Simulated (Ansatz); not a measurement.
Two isomers of C3H2F4: A = `FCC(F)=C(F)F`, B = `F/C=C(\F)C(F)F`.

Program: Ansatz. Geometries: PBE0-D4/def2-TZVP. ΔE: electronic, gas phase. CCSD(T)/CBS is the MP2 limit (def2-TZVPP, def2-QZVPP) plus CCSD(T) − MP2 in def2-TZVPP, frozen cores. DFT in def2-TZVPP. B3LYP here is the variant with VWN-RPA as its local correlation; programs differ in this. One conformer a species, not always the lowest.

Question: Which is lower in electronic energy at CCSD(T)/CBS, and by how much? (Estimate.)

Answer: Computed: B, by 22.8 kJ/mol.

Question: Give E(B) − E(A) in kJ/mol with HF/def2-TZVPP, MP2/def2-TZVPP, BLYP-D4, CCSD/def2-TZVPP, CCSD(T)/def2-SVP, PBE-D4, B3LYP. (An estimate is asked.)

Answer: Computed: HF/def2-TZVPP -27.1, MP2/def2-TZVPP -21.8, BLYP-D4 -16.9, CCSD/def2-TZVPP -23.5, CCSD(T)/def2-SVP -24.2, PBE-D4 -13.8, B3LYP -18.1. None reverses the order clearly.

Question: Does the order hold for the free energy at 298.15 K (harmonic terms from PBE0-D4)? (An estimate is asked.)

Answer: The calculation gave: Yes: G(B) − G(A) = -22.4 kJ/mol, for one conformer each.

Largest T1 diagnostic: 0.012.

From BLYP to BHLYP (50 % exact exchange), in def2-TZVPP and without D4, E(B) − E(A) moves by −5.2 kJ/mol. Leaving LDA and LC-ωPBE aside and taking each functional with its dispersion term where it has one, the values, not all of them listed here, spread over 8.0 kJ/mol, from BHLYP-D4 to PBE-D4.
